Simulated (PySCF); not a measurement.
SMILES COCOC(=O)C(C)C (C6H12O3), GFN2-xTB optimised geometry.

```
21

C     -1.13     2.20     0.00
O     -0.58     0.91     0.00
C      0.82     0.91     0.00
O      1.27    -0.39     0.25
C      1.33    -0.78     1.55
O      1.14    -0.04     2.47
C      1.65    -2.25     1.64
C      2.45    -2.55     2.90
C      0.31    -3.00     1.65
H     -0.84     2.76    -0.90
H     -2.21     2.07     0.01
H     -0.82     2.76     0.89
H      1.22     1.19    -0.99
H      1.21     1.60     0.77
H      2.21    -2.54     0.75
H      2.60    -3.62     3.02
H      3.43    -2.07     2.86
H      1.92    -2.17     3.78
H     -0.26    -2.76     0.76
H      0.48    -4.07     1.68
H     -0.27    -2.71     2.52
```

Density from CAM-B3LYP/def2-SVP (PySCF) at that geometry.

Minimum of the electron density along straight lines between bonded atoms, close to the bond critical point (lines longer than 1.1 times the sum of covalent radii, or with two minima, are not listed):

```json
[
 {"bond": "C1–O2", "length / Å": "1.406", "ρ at the minimum / e bohr⁻³": "0.260", "∇²ρ there / e bohr⁻⁵": "-0.41", "position (fraction from the first atom)": "0.34"},
 {"bond": "O2–C3", "length / Å": "1.396", "ρ at the minimum / e bohr⁻³": "0.278", "∇²ρ there / e bohr⁻⁵": "-0.64", "position (fraction from the first atom)": "0.65"},
 {"bond": "C3–O4", "length / Å": "1.400", "ρ at the minimum / e bohr⁻³": "0.265", "∇²ρ there / e bohr⁻⁵": "-0.45", "position (fraction from the first atom)": "0.34"},
 {"bond": "O4–C5", "length / Å": "1.354", "ρ at the minimum / e bohr⁻³": "0.295", "∇²ρ there / e bohr⁻⁵": "-0.43", "position (fraction from the first atom)": "0.66"},
 {"bond": "C5–O6", "length / Å": "1.198", "ρ at the minimum / e bohr⁻³": "0.424", "∇²ρ there / e bohr⁻⁵": "0.37", "position (fraction from the first atom)": "0.33"},
 {"bond": "C5–C7", "length / Å": "1.513", "ρ at the minimum / e bohr⁻³": "0.261", "∇²ρ there / e bohr⁻⁵": "-0.65", "position (fraction from the first atom)": "0.53"},
 {"bond": "C7–C8", "length / Å": "1.525", "ρ at the minimum / e bohr⁻³": "0.246", "∇²ρ there / e bohr⁻⁵": "-0.57", "position (fraction from the first atom)": "0.51"},
 {"bond": "C7–C9", "length / Å": "1.533", "ρ at the minimum / e bohr⁻³": "0.241", "∇²ρ there / e bohr⁻⁵": "-0.55", "position (fraction from the first atom)": "0.51"},
 {"bond": "C1–H10", "length / Å": "1.097", "ρ at the minimum / e bohr⁻³": "0.279", "∇²ρ there / e bohr⁻⁵": "-1.05", "position (fraction from the first atom)": "0.63"},
 {"bond": "C1–H11", "length / Å": "1.087", "ρ at the minimum / e bohr⁻³": "0.285", "∇²ρ there / e bohr⁻⁵": "-1.13", "position (fraction from the first atom)": "0.64"},
 {"bond": "C1–H12", "length / Å": "1.096", "ρ at the minimum / e bohr⁻³": "0.279", "∇²ρ there / e bohr⁻⁵": "-1.06", "position (fraction from the first atom)": "0.64"},
 {"bond": "C3–H13", "length / Å": "1.102", "ρ at the minimum / e bohr⁻³": "0.285", "∇²ρ there / e bohr⁻⁵": "-1.12", "position (fraction from the first atom)": "0.64"},
 {"bond": "C3–H14", "length / Å": "1.105", "ρ at the minimum / e bohr⁻³": "0.284", "∇²ρ there / e bohr⁻⁵": "-1.12", "position (fraction from the first atom)": "0.65"},
 {"bond": "C7–H15", "length / Å": "1.093", "ρ at the minimum / e bohr⁻³": "0.279", "∇²ρ there / e bohr⁻⁵": "-1.03", "position (fraction from the first atom)": "0.63"},
 {"bond": "C8–H16", "length / Å": "1.087", "ρ at the minimum / e bohr⁻³": "0.277", "∇²ρ there / e bohr⁻⁵": "-1.03", "position (fraction from the first atom)": "0.63"},
 {"bond": "C8–H17", "length / Å": "1.087", "ρ at the minimum / e bohr⁻³": "0.277", "∇²ρ there / e bohr⁻⁵": "-1.03", "position (fraction from the first atom)": "0.63"},
 {"bond": "C8–H18", "length / Å": "1.087", "ρ at the minimum / e bohr⁻³": "0.279", "∇²ρ there / e bohr⁻⁵": "-1.05", "position (fraction from the first atom)": "0.64"},
 {"bond": "C9–H19", "length / Å": "1.087", "ρ at the minimum / e bohr⁻³": "0.279", "∇²ρ there / e bohr⁻⁵": "-1.04", "position (fraction from the first atom)": "0.63"},
 {"bond": "C9–H20", "length / Å": "1.087", "ρ at the minimum / e bohr⁻³": "0.277", "∇²ρ there / e bohr⁻⁵": "-1.03", "position (fraction from the first atom)": "0.63"},
 {"bond": "C9–H21", "length / Å": "1.088", "ρ at the minimum / e bohr⁻³": "0.278", "∇²ρ there / e bohr⁻⁵": "-1.04", "position (fraction from the first atom)": "0.63"}
]
```
